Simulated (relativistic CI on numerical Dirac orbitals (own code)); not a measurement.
Slater and spin-orbit integrals, Dy XLVI

Calculated at this level of theory: Dirac-Coulomb-Breit CI, separate exchange-only KLI orbitals for each configuration, model QED (radiative potential, 1s self-energy scaled to tabulated hydrogen-like ionisation energies), unscaled Slater integrals (own radial code, finite nucleus).

Slater integrals F^k, G^k are unscaled and averaged over j, outside the closed core [Ne]; ζ comes from projecting the Hamiltonian with its Breit term on Σ l·s of the shell.

- 3s2 3p6 3d3: F^2(3d,3d) = 530440, F^4(3d,3d) = 342850, ζ(3d) = 138730 cm⁻¹; <r>(3d) = 0.1929, <r^2>(3d) = 0.0431 (bohr units).
- 3s2 3p5 3d4: ζ(3p) = 1.0269e+06, F^2(3d,3d) = 529580, F^4(3d,3d) = 342280, F^2(3p,3d) = 456750, G^1(3p,3d) = 483770, G^3(3p,3d) = 323930, ζ(3d) = 137460 cm⁻¹; <r>(3p) = 0.2168, <r^2>(3p) = 0.05437, <r>(3d) = 0.1932, <r^2>(3d) = 0.04323 (bohr units).
- 3s 3p6 3d4: F^2(3d,3d) = 529260, F^4(3d,3d) = 342070, G^2(3s,3d) = 368200, ζ(3d) = 138120 cm⁻¹; <r>(3s) = 0.2211, <r^2>(3s) = 0.05582, <r>(3d) = 0.1933, <r^2>(3d) = 0.04328 (bohr units).

Q: Give the Racah parameters of the d shell in 3s2 3p6 3d3.

A: B = F²/49 − 5F⁴/441 = 6938 cm⁻¹ and C = 35F⁴/441 = 27211 cm⁻¹.

Averages of the first 10 configurations, taken without configuration mixing, which lowers the lowest level and can move excited configurations by several eV; other configurations of the list can lie among them:

| Configuration | Parity | States | Average energy above the lowest level (eV) |
| --- | --- | --- | --- |
| 3s2 3p6 3d3 | even | 120 | 82.7 |
| 3s2 3p5 3d4 | odd | 1260 | 431.1 |
| 3s 3p6 3d4 | even | 420 | 747.3 |
| 3s2 3p6 3d2 4s | even | 90 | 1556.9 |
| 3s2 3p6 3d2 4p | odd | 270 | 1676.2 |
| 3s2 3p6 3d2 4d | even | 450 | 1814.6 |
| 3s2 3p5 3d3 4s | odd | 1440 | 1896.1 |
| 3s2 3p6 3d2 4f | odd | 630 | 1923.8 |
| 3s2 3p5 3d3 4p | even | 4320 | 2015.6 |
| 3s 3p6 3d3 4s | even | 480 | 2214.2 |
